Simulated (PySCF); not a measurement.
AlCl3, SMILES [Cl][Al-]([Cl])[Cl], charge -1, multiplicity 2.

Geometry: TPSSh-D3(BJ)/def2-SVPD.

Two levels are set side by side: PBE/def2-TZVPD (PySCF) and B3LYP/def2-TZVPD (PySCF). Same geometry, gas phase. Differences are taken from unrounded values.

```tsv
quantity	B3LYP
α-spin orbital gap (eV)	3.97
β-spin orbital gap (eV)	5.72
mean polarisability (bohr³)	99.6
```

Q: What does PBE give, and how far is it from B3LYP? (An estimate is asked for; the answer gives what the named calculation found.)

A: 
```json
[
 {"quantity": "α-spin orbital gap (eV)", "PBE": "2.99", "PBE minus B3LYP": "-0.98"},
 {"quantity": "β-spin orbital gap (eV)", "PBE": "4.23", "PBE minus B3LYP": "-1.48"},
 {"quantity": "mean polarisability (bohr³)", "PBE": "105.5", "PBE minus B3LYP": "5.9"}
]
```

PBE's more diffuse valence density responds more strongly to a field. Differences between two approximate levels are no errors against the true value.

Rough cost on one machine, each run with all the roots and properties that it gave: B3LYP against PBE within a factor of 2.
